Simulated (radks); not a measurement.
The mean radii <r> (bohr) of the occupied orbitals of an atom or ion are listed with their occupations. All-electron calculation, scalar-relativistic Kohn-Sham, SCAN, spin-polarised, spherical densities, finite nucleus; meta-GGA in the generalised Kohn-Sham scheme; Fermi nuclear charge, rms radius of each element as measured or else 0.836 A^(1/3) + 0.57 fm. Program: a radial shooting solver on a logarithmic mesh with Libxc functionals.

| orbital | occ. | <r> |
|---|---|---|
| 1s | 2 | 0.02410 |
| 2s | 2 | 0.1030 |
| 2p | 6 | 0.09056 |
| 3s | 2 | 0.2718 |
| 3p | 6 | 0.2702 |
| 3d | 10 | 0.2477 |
| 4s | 2 | 0.6174 |
| 4p | 6 | 0.6516 |
| 4d | 10 | 0.7097 |
| 5s | 2 | 1.394 |
| 5p | 6 | 1.545 |

Name the element and its charge. Open shells, if any, are filled with parallel spins first.

Answer. Z = 59, praseodymium, charge +5: Pr5+ in [Xe]. The 1s radius gives Z: for a bare nucleus <r> = (2 gamma + 1)/(2Z) with gamma = sqrt(1 - (Z/c)^2), 0.02377 bohr for Z = 59, and screening makes it slightly larger (0.02410 here). The occupations add up to 54, and the charge is Z minus that.
